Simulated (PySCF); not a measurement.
## Identify the compound

Molecular formula: C4H6FNSi. Simulated spectra:

1H NMR (500 MHz, computed): δ 6.95 (m, 1H), 6.07 (m, 1H), 5.66 (m, 2H), 4.66 (d, 2H).

13C{1H} NMR (computed): δ 158.2, 123.7, 121.7, 88.3.

Calculated, not measured (PySCF): GFN2-xTB structure, NMR shieldings at PBE0/pcSseg-1/GIAO. A single conformation, averaged over atoms made equivalent by symmetry, fast rotation or ring inversion, non-relativistic, no solvent.

Scale: 1H and 13C against TMS (reference shieldings calculated alike).

Problem. Deduce the structure.

Solution. 
The formula gives 3 degrees of unsaturation (no ring in the answer). 4 carbon signals for 4 carbons: no two carbons are equivalent. Carbon types of the structure: 1 × C, 2 × CH, 1 × CH2, leaving 2 H on heteroatoms. δC 158.2, 121.7: alkene CH; as expected for a trigonal carbon in a double bond. δC 123.7: nitrile carbon; C≡N carbons fall here, among the sp2 signals but without a proton. δC 88.3: allylic sp3 CH2 bonded to F; pulled downfield by the heteroatom. δH 6.95, 6.07: hydrogen on an alkene CH; attached to an sp2 carbon and in the plane of the double bond. δH 5.66: hydrogen on an allylic sp3 CH2 bonded to F; its carbon carries F, an electronegative neighbour. δH 4.66: hydrogen on a silicon bonded to 2 C.

These data were computed for `N#C[SiH2]/C=C\CF`.

The data come from this structure; uniqueness wasn't tested.

Splittings by 19F in the carbon and heteronuclear signals aren't shown, as no couplings were computed. Shifts are as computed. Against solution values, carbons near 30 ppm lie about +3 ppm off and those near 130 ppm about +5 ppm. Of 1309 compounds with measured shifts, 239 miss one by over three times the rms of a fit or turn the order of signals round; such compounds aren't used in these exercises. No couplings were computed; multiplicities are counted from neighbouring protons, with m where these are inequivalent, close in shift, in a saturated or five-membered ring or joined by F or P, and br s for small geminal =CH2 splittings.
